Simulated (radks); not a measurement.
Nd7+, configuration [Kr] 4d10 4f2 5s2 5p3.

Calculated with a radial shooting solver on a logarithmic mesh with Libxc functionals: Dirac Kohn-Sham, PBE, spin-unpolarised, spherical densities, finite nucleus; open shells fill j = l - 1/2 first; Fermi nuclear charge, rms radius 4.9123 fm.

Energy parts (eV):
part                      energy
total                 -261703.41
kinetic                282246.04
electron-nucleus      -634053.53
Hartree                 96078.62
exchange-correlation    -5974.54

Orbitals (lengths in bohr, moments of r in powers of bohr):
orbital  occ.  eigenvalue (eV)      <r>
1s1/2       2        -43460.15  0.02363
2s1/2       2        -7112.974   0.1005
2p1/2       2        -6735.024  0.08422
2p3/2       4        -6215.012  0.09064
3s1/2       2        -1625.014   0.2659
3p1/2       2        -1463.570   0.2556
3p3/2       4        -1359.760   0.2681
3d3/2       4        -1078.508   0.2394
3d5/2       6        -1056.078   0.2433
4s1/2       2        -404.1703   0.6042
4p1/2       2        -342.9933   0.6194
4p3/2       4        -320.1072   0.6465
4d3/2       4        -219.2083   0.6888
4d5/2       6        -215.0865   0.6981
4f5/2       2         -98.1149   0.8465
4f7/2       0         -97.5587   0.8518
5s1/2       2        -127.0062    1.340
5p1/2       2        -107.8496    1.441
5p3/2       1        -103.3647    1.494

The highest occupied level is 4f5/2 at -98.115 eV. For comparison, the ionisation energy in NIST's Atomic Spectra Database is 114 eV (theoretical). In exact Kohn-Sham theory the highest level is minus the ionisation energy, but local and semilocal functionals leave it too shallow, through self-interaction and a potential that decays too fast; potentials with the right tail come closer.

Beside tabulated values, note that spin-unpolarised runs miss the spin-polarisation part of the exchange energy of open shells.
